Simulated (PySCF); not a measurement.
Geometries of 2 isomers of C4H7FSi, from PBE0-D3(BJ)/def2-SVP geometry optimisation, gas phase (PySCF 2.14.0). One conformer each, no zero-point energy, no frequencies.

Task: Which is lower in electronic energy at this level?
A.
```xyz
13
angstrom
F      3.243    0.562   -1.070
C      2.273    0.431   -0.164
C      1.024    0.119   -0.505
C     -0.089   -0.014    0.452
C     -1.129   -1.132    0.226
Si    -1.829    0.576    0.034
H      2.619    0.613    0.859
H      0.819   -0.042   -1.569
H      0.205    0.122    1.500
H     -1.394   -1.732    1.103
H     -0.981   -1.745   -0.670
H     -2.083    1.090   -1.335
H     -2.678    1.149    1.108
```
B.
```xyz
13
angstrom
F     -2.025   -1.030    1.969
C     -1.129   -0.555    1.101
C     -0.495   -1.352    0.232
C      0.500   -0.726   -0.705
Si     0.421    1.117   -0.228
C     -0.868    0.915    1.158
H     -0.707   -2.425    0.217
H      1.510   -1.151   -0.573
H      0.233   -0.895   -1.762
H      1.719    1.662    0.272
H     -0.065    1.993   -1.336
H     -1.795    1.488    0.988
H     -0.493    1.208    2.153
```

Result: B. That is `FC1=CC[SiH2]C1`, 38.1 kcal/mol below the other.

| SMILES | atoms numbered as above | E (Eh) | relative (kcal/mol) | relative (kJ/mol) | dipole (D) |
| --- | --- | --- | --- | --- | --- |
| FC1=CC[SiH2]C1 | [F:1][C:2]1=[CH:3][CH2:4][SiH2:5][CH2:6]1 | -545.28122 | 0.0 | 0.0 | 1.21 |
| F/C=C/[C@@H]1C[SiH2]1 | [F:1]/[CH:2]=[CH:3]/[C@@H:4]1[CH2:5][SiH2:6]1 | -545.22049 | 38.1 | 159.4 | 1.83 |

As drawn, the higher has a three-membered ring, which the lower lacks.
